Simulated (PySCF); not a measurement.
**Polarisability and C₆ of Pd (palladium, neutral)**

[Kr] 4d9 5s1, high-spin 3D determinant (an excited configuration). Calculation: PySCF 2.14, in aug-cc-pwCVDZ-PP with ECP28MDF; a scalar-relativistic core potential. Coupled (time-dependent) response in atomic units; α is the mean over directions. A double-zeta set is small for polarisabilities.

| method | mean α (bohr³) | α xx, yy, zz | C₆ (like pair) | S(−4) |
| --- | --- | --- | --- | --- |
| UHF | 86.27 | 88.80, 88.80, 81.22 | 729.4 | 7065 |
| PBE | 48.57 | 48.78, 48.78, 48.14 | 375.7 | 1742 |
| PBE0 | 53.32 | 53.85, 53.85, 52.24 | 415.6 | 2230 |
| M06-L | 47.62 | 48.07, 48.07, 46.71 | 372.7 | 1569 |
| B97-3 | 52.14 | 52.74, 52.74, 50.95 | 405.5 | 2091 |

S(−4) is the Cauchy moment in α(ω) = α(0) + S(−4) ω² + …

Spin-orbit coupling is absent.

α(iu) at B97-3:

| u (hartree) | α(iu) (bohr³) |
| --- | --- |
| 0 | 52.14 |
| 0.0500 | 47.50 |
| 0.100 | 38.19 |
| 0.200 | 23.58 |
| 0.300 | 16.08 |
| 0.500 | 9.725 |
| 0.750 | 6.652 |
| 1.00 | 5.079 |
| 1.50 | 3.326 |
| 2.00 | 2.336 |
| 3.00 | 1.307 |
| 5.00 | 0.5611 |

A single London oscillator, α(iu) = α/(1 + u²/ω²), gives C₆ = (3/4) ω α². Matching the computed C₆ needs ω = 4 × 405.5 / (3 × 52.14²) = 0.199 hartree.

The components differ because the open shell of this determinant is not spherical; for a pure term their mean is the scalar polarisability.

Energies and moments cover only the electrons outside the core potential.
